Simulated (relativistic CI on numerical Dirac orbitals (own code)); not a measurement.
Slater and spin-orbit integrals, B

These numbers are calculated, not measured: Dirac-Coulomb-Breit CI, separate exchange-only KLI orbitals for each configuration, model QED, valence Slater integrals scaled by 0.85, P86 correlation energy added to each configuration (own radial code, finite nucleus).

Slater integrals F^k, G^k are unscaled and averaged over j, outside the closed core 1s2; ζ comes from projecting the Hamiltonian with its Breit term on Σ l·s of the shell.

- 2s²2p: ζ(2p) = 9.6826 cm⁻¹; <r>(2p) = 2.264, <r^2>(2p) = 6.517 (bohr units).
- 2s2p²: F^2(2p,2p) = 41136, G^1(2s,2p) = 59729, ζ(2p) = 9.5911 cm⁻¹; <r>(2s) = 1.939, <r^2>(2s) = 4.513, <r>(2p) = 2.218, <r^2>(2p) = 6.257 (bohr units).
- 2s²3p: ζ(3p) = 1.206 cm⁻¹; <r>(3p) = 8.76, <r^2>(3p) = 86.94 (bohr units).

In this model ζ of a weakly bound d, f or g electron outside closed shells comes out too small, for d by up to a factor of two or three and at times with the wrong sign; that of an outer p electron is too small as well.

For a near-neutral ion this model can misplace configurations by up to about 10,000 cm⁻¹ (more where the count of f electrons changes) and terms by 10 to 25 % of their spread. Rates follow the energies as ν³ (E1, M1) or ν⁵ (E2), so they and the lifetimes can be off by large factors. The fine structure of a lone outer electron comes out too small, for d and f at times inverted, and misplaced configurations move strength between like terms. 11 of the 15 excited levels that our extract of the measured tables holds in this range could be paired (the sources list more); they are missed by 5654 cm⁻¹ on average and 7224 at most, and levels without a partner can miss by more.

Averages of the first 10 configurations, taken without configuration mixing, which lowers the lowest level and can move excited configurations by several eV; other configurations of the list can lie among them:

```json
{"Configuration": "2s²2p", "Parity": "odd", "States": "6", "Average energy above the lowest level (eV)": "0.6"}
{"Configuration": "2s2p²", "Parity": "even", "States": "30", "Average energy above the lowest level (eV)": "6.0"}
{"Configuration": "2s²3s", "Parity": "even", "States": "2", "Average energy above the lowest level (eV)": "5.8"}
{"Configuration": "2s²3p", "Parity": "odd", "States": "6", "Average energy above the lowest level (eV)": "6.9"}
{"Configuration": "2s²3d", "Parity": "even", "States": "10", "Average energy above the lowest level (eV)": "7.5"}
{"Configuration": "2s²4s", "Parity": "even", "States": "2", "Average energy above the lowest level (eV)": "7.7"}
{"Configuration": "2s²4p", "Parity": "odd", "States": "6", "Average energy above the lowest level (eV)": "8.1"}
{"Configuration": "2s²4f", "Parity": "odd", "States": "14", "Average energy above the lowest level (eV)": "8.5"}
{"Configuration": "2p³", "Parity": "odd", "States": "20", "Average energy above the lowest level (eV)": "13.5"}
{"Configuration": "2s²4d", "Parity": "even", "States": "10", "Average energy above the lowest level (eV)": "8.3"}
```
